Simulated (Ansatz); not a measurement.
These are PBE0-D4/def2-TZVP in Ansatz (a program for electronic structure) values and carry that method's errors. No frequencies were computed at this level.

Ansatz 0.2 input:
```yaml
crystal:
  periodic: [false, false, false]
  atoms:
    - { symbol: O, position_ang: [1.33342, 0.152804, 0.096409] }
    - { symbol: B, position_ang: [0.015944, 0.362545, -0.022559] }
    - { symbol: O, position_ang: [-0.823855, -0.703083, -0.019824] }
    - { symbol: H, position_ang: [1.575523, -0.771835, 0.176194] }
    - { symbol: H, position_ang: [-0.345069, 1.476824, -0.124168] }
    - { symbol: H, position_ang: [-1.755963, -0.517254, -0.106051] }
basis:
  gaussian: { orbitals: def2-tzvp }
hamiltonian:
  xc: pbe0
  dispersion: d4
relax:
  max_steps: 150
```

Output:

```
Functional definition: PBE0
603 factors; their error is unknown
mean field evaluation 1: about -4812.1726 eV, gradient 6.4e1 eV
mean field evaluation 2: about -4805.1107 eV, gradient 9.1e1 eV
mean field evaluation 4: about -4818.6267 eV, gradient 1.7e0 eV
mean field evaluation 8: about -4818.6327 eV, gradient 1.5e-1 eV
mean field evaluation 16: about -4818.6409 eV, gradient 2.2e-5 eV
mean field -4818.64091571 eV, -177.0817874601 hartree, gradient 2.2e-5 eV, S^2 0.000000; 0 other end points of the search recorded, 0 dependent functions left out
reference -4818.64094092 eV, -177.0817883867 hartree; 12, 12 occupied and 99, 99 virtual orbitals, 603 factors
relax step   1: F+E_penalty+E_count = -4818.68564186 eV  Δ(F+E_penalty+E_count) = +0.000e0 eV  max|allowed force component| = 6.932e-1 eV/Å  Δτ_max = 0.0000 Å  (26 SCF iters, accepted)
these checks for a lower state are left out or cut short: starts, cluster_reference, orbital_swaps, neighbouring_geometries, increment
603 factors; their error is unknown
mean field -4818.65508898 eV, -177.0823083183 hartree, gradient 1.5e-5 eV, S^2 0.000000; 0 other end points of the search recorded, 0 dependent functions left out
reference -4818.65511421 eV, -177.0823092455 hartree; 12, 12 occupied and 99, 99 virtual orbitals, 603 factors
relax step   2: F+E_penalty+E_count = -4818.69983536 eV  Δ(F+E_penalty+E_count) = -1.419e-2 eV  max|allowed force component| = 2.885e-1 eV/Å  Δτ_max = 0.0181 Å  (31 SCF iters, accepted)
these checks for a lower state are left out or cut short: starts, cluster_reference, orbital_swaps, neighbouring_geometries, increment
603 factors; their error is unknown
mean field -4818.65975843 eV, -177.0824799175 hartree, gradient 1.6e-5 eV, S^2 0.000000; 0 other end points of the search recorded, 0 dependent functions left out
reference -4818.65978365 eV, -177.0824808442 hartree; 12, 12 occupied and 99, 99 virtual orbitals, 603 factors
relax step   3: F+E_penalty+E_count = -4818.70453035 eV  Δ(F+E_penalty+E_count) = -4.695e-3 eV  max|allowed force component| = 9.488e-2 eV/Å  Δτ_max = 0.0161 Å  (31 SCF iters, accepted)
these checks for a lower state are left out or cut short: starts, cluster_reference, orbital_swaps, neighbouring_geometries, increment
603 factors; their error is unknown
mean field evaluation 32: about -4818.6504 eV, gradient 8.5e-1 eV
mean field -4818.66084642 eV, -177.0825199004 hartree, gradient 1.7e-5 eV, S^2 0.000000; 0 other end points of the search recorded, 0 dependent functions left out
reference -4818.66087162 eV, -177.0825208264 hartree; 12, 12 occupied and 99, 99 virtual orbitals, 603 factors
relax step   4: F+E_penalty+E_count = -4818.70563109 eV  Δ(F+E_penalty+E_count) = -1.101e-3 eV  max|allowed force component| = 2.564e-2 eV/Å  Δτ_max = 0.0144 Å  (30 SCF iters, accepted)
these checks for a lower state are left out or cut short: starts, cluster_reference, orbital_swaps, neighbouring_geometries, increment
603 factors; their error is unknown
mean field -4818.66087181 eV, -177.0825208334 hartree, gradient 1.7e-5 eV, S^2 0.000000; 0 other end points of the search recorded, 0 dependent functions left out
reference -4818.66089700 eV, -177.0825217591 hartree; 12, 12 occupied and 99, 99 virtual orbitals, 603 factors
relax step   5: F+E_penalty+E_count = -4818.70565661 eV  Δ(F+E_penalty+E_count) = -2.552e-5 eV  max|allowed force component| = 8.377e-3 eV/Å  Δτ_max = 0.0018 Å  (30 SCF iters, accepted)
603 factors; their error is unknown
mean field evaluation 64: about -4818.6609 eV, gradient 5.1e-4 eV
mean field -4818.66087181 eV, -177.0825208334 hartree, gradient 1.7e-5 eV, S^2 0.000000; 1 other end points of the search recorded, 0 dependent functions left out
reference -4818.66089700 eV, -177.0825217591 hartree; 12, 12 occupied and 99, 99 virtual orbitals, 603 factors
Total energy: -4818.70568180 eV, -177.0841675703 hartree
Atom 0 at     1.351816     0.153209     0.097805 Å, force     0.004836    -0.002251     0.000399 eV/Å
Atom 1 at     0.018658     0.352456    -0.021584 Å, force    -0.008377     0.004706    -0.000830 eV/Å
Atom 2 at    -0.820614    -0.722239    -0.018183 Å, force     0.001767     0.000486     0.000086 eV/Å
Atom 3 at     1.576088    -0.779650     0.176702 Å, force    -0.000294     0.000126     0.000027 eV/Å
Atom 4 at    -0.382312     1.476495    -0.127124 Å, force     0.001340    -0.002808     0.000278 eV/Å
Atom 5 at    -1.743637    -0.480269    -0.107614 Å, force     0.000728    -0.000259     0.000040 eV/Å
Dipole moment:    -0.283761    -0.159516    -0.012204 e Å
```

Cost: roughly 15 core-seconds.
